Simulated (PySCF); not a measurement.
Match the calculated data to a structure.

All candidates are C4H12Si2.

| technique | computed result |
| --- | --- |
| Dipole | 0.50 D [B3LYP/def2-SVPD] |
| Triplet | lowest triplet excitation (Tamm–Dancoff): 4.40 eV [TDA B3LYP/def2-SVPD] |
| UV, first state | lowest singlet excitation: 6.16 eV (201 nm, f = 0.130) [TDDFT B3LYP/def2-SVPD] |
| Polarisability | 106.8 au [B3LYP/def2-SVPD] |
| Rotational structure | rotational constants A, B, C: 7.381, 0.702, 0.672 GHz [GFN2-xTB] |
| UV, strongest line | among the 8 lowest singlet transitions: S5 at 7.30 eV (170 nm, f = 0.218) [TDDFT B3LYP/def2-SVPD] |

The electronic properties come from PySCF, for the isolated species, density fitting. Levels stand in brackets. Isolated species at its GFN2-xTB geometry (one conformer only).

Question: Which candidate is it?
A. `C=C[SiH2]CC[SiH3]`
B. `C[Si]1(C)C[SiH2]C1`
C. `CC/C=C/[SiH2][SiH3]`

Answer: A. It is `C=C[SiH2]CC[SiH3]`. Numbering: `[CH2:1]=[CH:2][SiH2:3][CH2:4][CH2:5][SiH3:6]`. Its formula, C4H12Si2, gives 1 degree of unsaturation: 0 rings and 1 π bond in the structure found. S1 is mainly HOMO→LUMO (weight 0.74); the largest Löwdin shares of the orbital it empties are 0.18 on an sp3 carbon bound to silicon, 0.17 on the terminal =CH2 carbon, 0.17 on the alkene CH carbon and 0.13 on an sp3 carbon bound to silicon, of the orbital it fills 0.36 on the terminal =CH2 carbon, 0.31 on the alkene CH carbon, 0.09 on the SiH2 silicon and 0.05 on a vinylic hydrogen. The optimised geometry has point group C1 and is an asymmetric top.

The others, at the same levels:
- `CC/C=C/[SiH2][SiH3]` fails: its computed strongest line among the 8 lowest singlet transitions is S1 at 6.17 eV (201 nm, f = 0.230) (against S5 at 7.30 eV), static isotropic polarisability is 111.5 au (against 106.8 au) and rotational constant A is 4.510 GHz (against 7.381 GHz).
- `C[Si]1(C)C[SiH2]C1` fails: its computed lowest singlet excitation is 6.39 eV (194 nm, f = 0.003) (against 6.16 eV), lowest triplet excitation (Tamm–Dancoff) is 6.18 eV (against 4.40 eV) and static isotropic polarisability is 100.3 au (against 106.8 au).

Each candidate is one conformer, not necessarily the lowest. The conformers computed, where there is a choice (atom-mapped SMILES and torsion angles):
- `[CH2:1]=[CH:2][SiH2:3][CH2:4][CH2:5][SiH3:6]`: C1–C2–Si3–C4 -114°, C2–Si3–C4–C5 180°, Si3–C4–C5–Si6 -179°
- `[CH3:1][CH2:2]/[CH:3]=[CH:4]/[SiH2:5][SiH3:6]`: C1–C2–C3–C4 -119°, C3–C4–Si5–Si6 -112°
